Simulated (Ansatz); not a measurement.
`[CH3][In]([F])[F]` and `[F][In]([F])[O][SiH3]` differ in one atom or group.

Ansatz, PBE0-D4/def2-TZVP geometries, multiplicity 1. Each molecule was computed in one conformer, which needn't be the lowest.

Elements past krypton have def2 core potentials.

```csv
property,`[CH3][In]([F])[F]`
size of the dipole moment (ωB97M-V/def2-TZVPP) / D,4.55
HOMO energy (B3LYP/def2-TZVPP) / eV,-9.00
LUMO energy (PBE0/def2-TZVPP) / eV,-1.68
HOMO–LUMO gap (B3LYP/def2-TZVPP) / eV,6.95
HOMO energy (PBE0/def2-TZVPP) / eV,-9.23
HOMO–LUMO gap (ωB97M-V/def2-TZVPP) / eV,11.61
```

Question: Give the same properties after the change, and the shifts. (Best estimate.)

Answer: Computed: 
```tsv
property	`[F][In]([F])[O][SiH3]`	shift
size of the dipole moment (ωB97M-V/def2-TZVPP) / D	1.35	-3.20
HOMO energy (B3LYP/def2-TZVPP) / eV	-8.86	0.14
LUMO energy (PBE0/def2-TZVPP) / eV	-3.05	-1.37
HOMO–LUMO gap (B3LYP/def2-TZVPP) / eV	5.44	-1.51
HOMO energy (PBE0/def2-TZVPP) / eV	-9.05	0.18
HOMO–LUMO gap (ωB97M-V/def2-TZVPP) / eV	10.28	-1.33
```

With PBE0 the HOMO rises by 0.18 eV and the LUMO falls by 1.37 eV, so the gap narrows by about 1.55 eV. PBE moves the HOMO by 0.12 eV and ωB97M-V by 0.12 eV. Dipoles are sizes alone; their direction can turn.

B3LYP here is the variant with VWN-RPA as its local correlation; programs differ in this.
